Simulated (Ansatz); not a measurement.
Cost and result for the atomization energy of `[NH3+][Al-]([F])([F])[F]` (8 atoms, 7 bonds).

Charge 0, multiplicity 1. The geometry is a stationary point of PBE0-D4/def2-TZVP. It is one conformer, not always the lowest. Program: Ansatz. Hardware: A = 2 threads of a server CPU on a shared host; B = 2 threads of an AMD EPYC 7R13 on a shared host and a share of an NVIDIA H100 80 GB. Times are those of one run each, without the atoms' runs, and a repeat can differ threefold. Electronic energies, without spin–orbit coupling; frozen cores. CCSD(T)/CBS extrapolates def2-TZVPP and def2-QZVPP, and its time is that of the two runs behind it. T1 = 0.011. B3LYP takes the VWN-RPA correlation (the form of Gaussian; ORCA's B3LYP/G).

CCSD(T)/CBS is a level of theory with its own doubt, some kJ/mol a heavy atom from the limit and from the frozen cores, so smaller differences don't rank the functionals.

| level | functions | wall time | atomization (kcal/mol) | difference from CCSD(T)/CBS | per bond |
| --- | --- | --- | --- | --- | --- |
| PBE0-D4/def2-TZVPP [A] | 208 | 3.9 s | 749.1 | -21.5 | -3.1 |
| CAM-B3LYP-D4/def2-TZVPP [A] | 208 | 4.1 s | 767.1 | -3.5 | -0.5 |
| BLYP-D4/def2-TZVPP [A] | 208 | 4.3 s | 762.2 | -8.4 | -1.2 |
| B3LYP-D4/def2-TZVPP (with forces) [A] | 208 | 6.5 s | 758.2 | -12.4 | -1.8 |
| r2SCAN-D4/def2-TZVPP (with forces) [A] | 208 | 7 s | 761.0 | -9.6 | -1.4 |
| B2PLYP/def2-TZVPP [A] | 208 | 9 s | 756.6 | -14.0 | -2.0 |
| B97M-V/def2-TZVPP [A] | 208 | 9 s | 760.3 | -10.3 | -1.5 |
| ωB97X-V/def2-TZVPP [A] | 208 | 10 s | 761.7 | -8.9 | -1.3 |
| CCSD(T)/def2-SVP [A] | 89 | 13 s | 715.5 | -55.1 | -7.9 |
| CCSD(T)/def2-TZVPP [B] | 208 | 16 s | 745.5 | -25.1 | -3.6 |
| ωB97M-V/def2-TZVPP (with forces) [A] | 208 | 16 s | 762.8 | -7.8 | -1.1 |
| CCSD(T)/def2-QZVPP [B] | 388 | 40 s | 761.0 | -9.6 | -1.4 |
| CCSD(T)/CBS(def2) | – | 55 s | 770.6 | 0.0 | 0.0 |

At CCSD(T), def2-SVP lies −55.1 kcal/mol from the extrapolated value and def2-TZVPP −25.1 kcal/mol: correlation converges slowly with the basis, and small sets miss more of it in the bonded molecule than in its fragments. Leaving LDA and LC-ωPBE aside and taking each functional with its dispersion term where it has one, the values, not all of them listed here, spread over 36.8 kcal/mol, from BHLYP-D4 to PBE-D4. LDA lies +98.2 kcal/mol from PBE without D4, its usual overbinding. From PBE to PBE0 (25 % exact exchange), in def2-TZVPP and without D4, the atomization energy moves by −18.8 kcal/mol: exact exchange takes away binding that semilocal exchange gives to molecules.
